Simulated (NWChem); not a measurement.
# CH3BFIO; SMILES COB(F)I

```xyz
8

B      0.6250    -1.0433     0.0000
F      1.9432    -1.2190     0.0000
I     -0.1095     0.9995     0.0000
O     -0.1661    -2.1263     0.0000
C     -1.5838    -2.1794     0.0000
H     -1.9194    -2.7317    -0.9003
H     -1.9194    -2.7317     0.9003
H     -2.0361    -1.1658     0.0000
```
Atoms are numbered in this order, from 1.

Level: PBE-D3(BJ)/def2-SVP with def2 effective core potentials on I (NWChem), optimised geometry, unscaled harmonic frequencies. def2 effective core potentials on I; no spin-orbit coupling.

```tsv
frequency (cm⁻¹)	IR intensity (km/mol)
49	0.2
158	2.7
173	2.5
273	0.3
372	2.1
497	16.1
527	52.4
989	224.4
1132	41.3
1147	0.1
1220	227.4
1383	159.7
1418	3.2
1420	7.5
1493	318.7
2965	41.4
3063	8.7
3072	11.8
```

* **zero-point energy**: 30.5 kcal/mol
* **thermal correction to the enthalpy at 298.15 K (with zero-point energy)**: 35.0 kcal/mol
* **heat capacity Cv**: 18.9 cal/(mol K)
* **entropy at 298.15 K and 1 atm (symmetry number 1)**: 83.7 cal/(mol K)

Rigid rotor and harmonic oscillator; modes under 100 cm⁻¹ make the entropy uncertain.
